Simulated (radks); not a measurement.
The numbers below are computed, except where a source is named.
Species: Hf11+. Configuration: [Kr] 4d10 4f12 5s2 5p1. Code: a radial shooting solver on a logarithmic mesh with Libxc functionals. Model: Dirac Kohn-Sham, LB94 model potential, spin-unpolarised, spherical densities, finite nucleus; open shells fill j = l - 1/2 first; Fermi nuclear charge, rms radius 5.347 fm.

X-ray form factor f0, the Fourier transform of the density (f0(0) = 61):

sin(theta)/lambda (1/angstrom),f0 (electrons)
0.05,60.725
0.1,59.916
0.15,58.616
0.2,56.896
0.25,54.837
0.3,52.533
0.4,47.535
0.5,42.500
0.6,37.810
0.8,30.060
1,24.484
1.25,19.909
1.5,17.067
2,13.499
